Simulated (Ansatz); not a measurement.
```yaml
crystal:
  periodic: [false, false, false]
  atoms:
    - {symbol: C, position_ang: [-1.267017, 0.294232, -0.501340]}
    - {symbol: Si, position_ang: [-0.678514, 0.378144, 1.232411]}
    - {symbol: Si, position_ang: [1.291391, -0.622171, 0.708769]}
    - {symbol: Ge, position_ang: [0.665046, 0.032291, -1.447420]}
    - {symbol: H, position_ang: [-1.754750, -0.760654, -0.670944]}
    - {symbol: H, position_ang: [-1.873268, 1.024756, -1.078800]}
    - {symbol: H, position_ang: [-1.587326, -0.054239, 2.329203]}
    - {symbol: H, position_ang: [-0.681482, 1.744457, 1.488580]}
    - {symbol: H, position_ang: [1.438280, -2.148318, 1.119221]}
    - {symbol: H, position_ang: [2.666249, -0.044449, 1.368975]}
    - {symbol: H, position_ang: [0.677906, -0.960197, -2.478327]}
    - {symbol: H, position_ang: [1.167090, 1.426245, -1.851543]}
basis:
  gaussian: {orbitals: def2-TZVP}
hamiltonian: {xc: {name: SPW92}}
relax: {f_tol: 0.001, max_steps: 2}
```

```sh
$ ansatz run in.yaml --threads 4 --pin off --events-out ev --progress --plain --max-ram 10444MiB
```

(1) How does Ansatz answer? (Best estimate.)

Results:

(1) The calculation gave: The calculation stopped without meeting its thresholds.
```
Functional definition: SPW92
1394 factors; their error is unknown
mean field evaluation 1: about -73268.1306 eV, gradient 7.3e1 eV
mean field evaluation 2: about -73229.9283 eV, gradient 1.2e2 eV
mean field evaluation 4: about -73279.7917 eV, gradient 1.0e1 eV
mean field evaluation 8: about -73280.0478 eV, gradient 2.9e-1 eV
mean field evaluation 16: about -73280.0191 eV, gradient 4.7e-4 eV
mean field -73280.01907512 eV, -2692.9910300299 hartree, gradient 4.4e-5 eV, S^2 0.000000; 0 other end points of the search recorded, 0 dependent functions left out
reference -73280.01912199 eV, -2692.9910317523 hartree; 37, 37 occupied and 164, 164 virtual orbitals, 1394 factors
relax step   1: F+E_penalty+E_count = -73280.01907512 eV  Δ(F+E_penalty+E_count) = +0.000e0 eV  max|allowed force component| = 2.476e0 eV/Å  Δτ_max = 0.0000 Å  (29 SCF iters, accepted)
1394 factors; their error is unknown
mean field -73280.91287385 eV, -2693.0238765271 hartree, gradient 1.3e-5 eV, S^2 0.000000; 0 other end points of the search recorded, 0 dependent functions left out
reference -73280.91292002 eV, -2693.0238782238 hartree; 37, 37 occupied and 164, 164 virtual orbitals, 1394 factors
relax step   2: F+E_penalty+E_count = -73280.91287385 eV  Δ(F+E_penalty+E_count) = -8.938e-1 eV  max|allowed force component| = 9.148e-1 eV/Å  Δτ_max = 0.1999 Å  (30 SCF iters, accepted)
Error: geometry relaxation did not converge after 2 steps: max|allowed force component| = 9.15e-1 eV/Å (threshold 1.0e-3). Raise `relax.max_steps` over both its present limit and 2, loosen `relax.f_tol`, or start from a geometry closer to equilibrium. Where this run's directory can be resumed (`checkpoint.write`), a resume goes on for up to `relax.max_steps` more
```
